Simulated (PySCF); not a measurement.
Positional isomers: trisilane methoxy+trifluoromethyl. Isolated molecules, 0 K electronic values unless said otherwise. One relaxed conformer stands for each flexible species; it need not be the lowest. Strings in code marks are SMILES.

Computed with B3LYP-D3(BJ)/def2-TZVP // B3LYP-D3(BJ)/def2-SVP (PySCF). B3LYP has the VWN-RPA correlation part, as in Gaussian. Excitations are Tamm–Dancoff values on a coarser integration grid. The basis has no diffuse functions, so Rydberg states are missing or too high.

```
species                                                                              S1 excitation (TDA) (eV)  S1–T1 gap (TDA) (eV)
-----------------------------------------------------------------------------------  ------------------------  --------------------
`O([SiH2][SiH2][SiH2]C(F)(F)F)C`                                                                         5.88                  0.53
`CO[SiH2][Si@@H]([SiH3])C(F)(F)F` (C–O–Si–Si torsion -177°, O–Si–Si–Si torsion 25°)                      5.99                  0.73
`CO[Si@@H]([SiH3])[SiH2]C(F)(F)F` (C–O–Si–Si torsion 63°, Si–Si–Si–C torsion -44°)                       5.35                  0.57
`[SiH3][Si](C(F)(F)F)([SiH3])OC` (C–O–Si–Si torsion 175°)                                                5.75                  0.65
```
